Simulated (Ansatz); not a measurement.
System: WCl2 (charge 0, quintet). The spin state was set by rule; other spins were not relaxed. 
Geometry from a B3LYP-D3(BJ)/def2-TZVP (Ansatz, a first-principles code) optimisation:
```
W
Cl 1 2.2856
Cl 1 2.2856 2 141.09
```
Charge 0, spin multiplicity 5.

Q: Give the harmonic wavenumbers at B3LYP-D3(BJ)/def2-TZVP (Ansatz, finite differences of forces, unscaled).

A: 60, 375, 385 cm⁻¹. Zero-point energy 1.2 kcal/mol.

Q: From these and the geometry, give the ideal-gas thermochemistry at 298.15 K and 1 atm (rigid rotor, harmonic oscillator).

A: Point group C2v, rotational symmetry number 2. Rotational constants 17.05, 1.535, 1.408 GHz. S(trans) 42.51, S(rot) 25.19, S(vib) 6.52, S(elec, spin only) 3.20, S 77.4 cal/(mol K). H(298) - H(0) 3.29 kcal/mol; G - E(el) -18.6 kcal/mol.
